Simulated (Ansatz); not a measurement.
Stepwise reaction of `[NH2][Y]([NH2])[F]` with hydrogen chloride, as a gas-phase model of exchange steps in deposition or etching. ΔE in kJ/mol; ΔG adds harmonic PBE0-D4 terms to CCSD(T)/CBS, at 1 bar.

Computed with Ansatz on PBE0-D4/def2-TZVP structures; ΔE is electronic, products minus reactants. CCSD(T)/CBS is the MP2 limit (def2-TZVPP, def2-QZVPP) plus CCSD(T) − MP2 in def2-TZVPP, frozen cores. This one scheme is used for every species. Functionals use def2-TZVPP. B3LYP here is the variant with VWN-RPA as its local correlation; programs differ in this. def2 core potentials past Kr. For Y outer-core shells are correlated without core-valence functions, which leaves a few kJ/mol of doubt a bond. Each species was taken in one conformer, which may not be the lowest.

```
step                                                reaction  PBE-D4  B3LYP-D4  ωB97M-V  CCSD(T)/CBS  ΔG(400 K)
   1  `[NH2][Y]([NH2])[F]` + HCl → `[NH2][Y]([F])[Cl]` + NH₃  -134.9    -139.8   -141.6       -141.1     -133.5
   2    `[NH2][Y]([F])[Cl]` + HCl → `[F][Y]([Cl])[Cl]` + NH₃  -118.0    -122.4   -124.3       -125.8     -115.0
```

(1) By hand: ΔE of the 2 steps together at CCSD(T)/CBS.

## Answers

(1) (-141.1) + (-125.8) = -266.9 kJ/mol, or -133.4 kJ/mol a step.

In ΔE each step is higher than the one before. All are downhill at CCSD(T)/CBS. ΔG lies between -133.5 and -115.0 kJ/mol a step. PBE-D4 differs from CCSD(T)/CBS by 6.2 to 7.8 kJ/mol a step. Isolated molecules leave out the surface, adducts and barriers. Largest T1 diagnostic: 0.013.
